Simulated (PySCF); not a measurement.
A structure optimised at r2SCAN-D4/def2-SVP, used in a PySCF frequency run:

```xyz
5

Zr     0.0000     0.0000     0.0000
Br     1.4299     1.4299    -1.4299
Br    -1.4299     1.4299     1.4299
Br    -1.4299    -1.4299    -1.4299
Br     1.4299    -1.4299     1.4299
```
Charge 0, spin multiplicity 1.

Q: Write its SMILES, formula and point group.

A: [Br][Zr]([Br])([Br])[Br], Br4Zr, Td

Q: What are its rotational constants (standard atomic weights)?

A: 0.38669, 0.38669, 0.38669 GHz
